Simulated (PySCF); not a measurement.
# A ladder of Hamiltonians for Xe(50+) (xenon, charge +50)

Occupied: 1s1/2, 2s1/2. Hartree-Fock calculated with PySCF 2.14 in an even-tempered Gaussian basis (19 s from 9.6 bohr⁻², ratio 2.3; 15 p from 11 bohr⁻², ratio 2.3), Gaussian nucleus throughout. NR is non-relativistic, sf-X2C the spin-free one-electron X2C Hamiltonian, X2C adds the bare one-electron spin-orbit term, X2C-SNSO screens it by Boettger's factors, DC is four-component Dirac-Coulomb, and the Gaunt and Breit terms are added at first order (total energies over the DC spinors, levels after relaxing the spinors in that mean field). QED terms are absent. Levels marked empty are virtual spinors of this ion.

```json
{"level (eV)": "1s1/2", "NR": "-38190.5", "sf-X2C": "-39730.9", "X2C": "-39730.9", "X2C-SNSO": "-39730.9"}
{"level (eV)": "2s1/2", "NR": "-9125.4", "sf-X2C": "-9590.3", "X2C": "-9590.3", "X2C-SNSO": "-9590.3"}
{"level (eV)": "2p1/2 (empty)", "NR": "-8820.7", "sf-X2C": "-8997.5", "X2C": "-9260.8", "X2C-SNSO": "-9250.1"}
{"level (eV)": "2p3/2 (empty)", "NR": "-8820.7", "sf-X2C": "-8997.5", "X2C": "-8881.5", "X2C-SNSO": "-8885.7"}
{"level (eV)": "3s1/2 (empty)", "NR": "-3899.5", "sf-X2C": "-4055.3", "X2C": "-4055.3", "X2C-SNSO": "-4055.3"}
```

Question: Where do the four-component calculations put these levels?

Answer: 1s1/2: DC -39762.2, DC+Gaunt -39698.0, DC+Breit -39698.7; 2s1/2: DC -9593.8, DC+Gaunt -9586.4, DC+Breit -9587.1; 2p1/2 (empty): DC -9253.3, DC+Gaunt -9239.7, DC+Breit -9241.7; 2p3/2 (empty): DC -8886.3, DC+Gaunt -8878.7, DC+Breit -8880.6; 3s1/2 (empty): DC -4056.2, DC+Gaunt -4054.1, DC+Breit -4054.4 (eV).

```csv
Hamiltonian,E (hartree),E − E(DC) (hartree),CPU seconds
NR,-3560.8658,155.5850,0.6
sf-X2C,-3715.1543,1.2966,0.3
X2C,-3715.1543,1.2966,0.3
X2C-SNSO,-3715.1543,1.2966,0.3
DC,-3716.4508,0.0000,10
DC+Gaunt,-3713.7810,2.6699,21
DC+Breit,-3713.8357,2.6151,140
```

Weight of the small component: 1s1/2 0.0399, 2s1/2 0.00953, 2p1/2 0.00939, 2p3/2 0.00900, 3s1/2 0.00400.

Koopmans' value for the highest occupied level at DC+Breit: 9587.1 eV, against an ionisation energy of 9581 ± 4 eV (theoretical estimate listed by NIST; NIST Atomic Spectra Database, ionization energies); the former lacks relaxation, correlation, QED and recoil.

The whole ladder took 170 s of wall time on 1 thread of Intel(R) Xeon(R) Platinum 8175M CPU @ 2.50GHz (shared host), launched as `OMP_NUM_THREADS=1 python relrun2.py TASK.json OUT` (a driver that calls PySCF for each Hamiltonian).

Dirac-Coulomb iterations, started from the X2C spinors:

```
with_ssss True, with_gaunt False, with_breit False
light speed = 137.03599967994
init E= -3696.76667491725
cycle= 1 E= -3716.45076030522  delta_E= -19.7  |g|= 1.16  |ddm|= 0.0672
cycle= 2 E= -3716.4508389639  delta_E= -7.87e-05  |g|= 0.00264  |ddm|= 0.000539
cycle= 3 E= -3716.45083896527  delta_E= -1.37e-09  |g|= 6.65e-06  |ddm|= 8.12e-06
```
